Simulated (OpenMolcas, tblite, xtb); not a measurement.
How methods differ on CH3FGeO (SMILES C[O][Ge][F])

CH3FGeO: 7 atoms, total charge 0, spin state singlet. SMILES: `C[O][Ge][F]`. The coordinates come from a PBE0-D4/def2-TZVP relaxation. This is one conformer, not always the lowest.

Each level gives the vertical ionisation energy (to the doublet cation) (eV). The values are calculated.

| level | kind | program | value (eV) | less CCSD(T)/6-31G* |
| --- | --- | --- | --- | --- |
| IPEA1-xTB | semi-empirical | tblite | 15.51 | +5.23 |
| GFN2-xTB | semi-empirical | xtb | 15.09 | +4.81 |
| HF/6-31G* (spherical functions) | Hartree–Fock | OpenMolcas | 9.90 | -0.38 |
| SVWN5/6-31G* (spherical functions) | LDA | OpenMolcas | 10.23 | -0.05 |
| BLYP/6-31G* (spherical functions) | GGA | OpenMolcas | 9.91 | -0.37 |
| M06-L/6-31G* (spherical functions) | meta-GGA | OpenMolcas | 10.08 | -0.20 |
| M06-2X/6-31G* (spherical functions) | hybrid meta-GGA | OpenMolcas | 10.32 | +0.04 |
| CCSD(T)/6-31G* (spherical functions), open shells restricted | coupled cluster or CI | OpenMolcas | 10.28 | 0.00 |

CCSD(T)/6-31G* (spherical functions), open shells restricted is the highest level here, not the true value. All-electron rows without a relativistic Hamiltonian named are non-relativistic. The values span 9.90 to 15.51 eV. The xTB values lack the empirical shift that such differences need. In the correlated wave-function rows the outer d shell of Ge is correlated, in sets not made for it.
